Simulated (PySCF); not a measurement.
# Spin-rotation constants: `[C@]1(CF)(F)CC12C=C2`, C6H6F2

Molfile (atoms numbered from 1):
```
C6H6F2
     RDKit          3D

 14 15  0  0  0  0  0  0  0  0999 V2000
   -1.2806   -1.3526   -1.2042 F   0  0  0  0  0  0  0  0  0  0  0  0
   -1.7457   -0.2376   -0.5617 C   0  0  0  0  0  0  0  0  0  0  0  0
   -0.6697    0.3402    0.3362 C   0  0  1  0  0  0  0  0  0  0  0  0
   -1.1101    1.5429    0.8539 F   0  0  0  0  0  0  0  0  0  0  0  0
    0.1549   -0.5404    1.2641 C   0  0  0  0  0  0  0  0  0  0  0  0
    0.7726    0.1564    0.1048 C   0  0  0  0  0  0  0  0  0  0  0  0
    1.9797    0.9384   -0.2498 C   0  0  0  0  0  0  0  0  0  0  0  0
    1.7139   -0.0890   -1.0139 C   0  0  0  0  0  0  0  0  0  0  0  0
   -2.0320    0.4910   -1.3290 H   0  0  0  0  0  0  0  0  0  0  0  0
   -2.6265   -0.5363    0.0191 H   0  0  0  0  0  0  0  0  0  0  0  0
    0.3437   -0.1630    2.2589 H   0  0  0  0  0  0  0  0  0  0  0  0
   -0.0182   -1.6063    1.2170 H   0  0  0  0  0  0  0  0  0  0  0  0
    2.5824    1.7737    0.0077 H   0  0  0  0  0  0  0  0  0  0  0  0
    1.9350   -0.7179   -1.8398 H   0  0  0  0  0  0  0  0  0  0  0  0
  1  2  1  0
  2  3  1  0
  3  4  1  1
  3  5  1  0
  5  6  1  0
  6  7  1  0
  7  8  2  0
  6  3  1  0
  8  6  1  0
  2  9  1  0
  2 10  1  0
  5 11  1  0
  5 12  1  0
  7 13  1  0
  8 14  1  0
M  END
```

Method: GIAO wB97X-D/pcSseg-1 magnetisability, rotational g tensor and spin-rotation constants, non-relativistic, gas phase (PySCF). Geometry: GFN2-xTB.

Problem. Give the nuclear spin-rotation constants along the inertial axes (H = +C I·J) beside the isotropic shieldings.

Solution. Rotational constants 2.7359, 1.9614, 1.4312 GHz. A star marks the isotopologue with that one atom substituted, in its own axes.
| atom | isotope | Caa (kHz) | Cbb (kHz) | Ccc (kHz) | mean (kHz) | σ (ppm) |
| --- | --- | --- | --- | --- | --- | --- |
| F1 | 19F | -0.044 | 0.723 | 0.292 | 0.324 | 439.7 |
| F4 | 19F | 0.857 | 0.707 | 0.654 | 0.740 | 406.3 |
| H9 | 1H | -0.244 | -0.221 | 0.095 | -0.123 | 26.8 |
| H10 | 1H | 0.068 | -0.180 | -0.094 | -0.069 | 26.7 |
| H11 | 1H | -0.270 | -0.067 | -0.103 | -0.147 | 30.7 |
| H12 | 1H | -0.239 | -0.147 | -0.066 | -0.150 | 30.9 |
| H13 | 1H | 0.125 | -0.115 | -0.137 | -0.042 | 24.5 |
| H14 | 1H | -0.299 | 0.212 | -0.155 | -0.081 | 24.5 |
| C2 | 13C* | 0.765 | 0.333 | 0.376 | 0.491 | 104.6 |
| C3 | 13C* | 0.856 | 0.244 | 0.399 | 0.499 | 104.3 |
| C5 | 13C* | 0.382 | 0.180 | 0.255 | 0.273 | 172.2 |
| C6 | 13C* | 0.590 | 0.320 | 0.100 | 0.337 | 163.2 |
| C7 | 13C* | 1.245 | 0.509 | 0.247 | 0.667 | 66.4 |
| C8 | 13C* | 0.930 | 0.766 | 0.241 | 0.645 | 63.7 |

For the geometry as given, no vibrational averaging.

Problem. How do the rotational constants and the g tensor change when H9, H10, H11, H12, H13, H14 are replaced by deuterium?

Solution. Constants 2.4890, 1.7369, 1.3194 GHz; g -0.0258, -0.0051, -0.0036, against -0.0284, -0.0054, -0.0041 before.
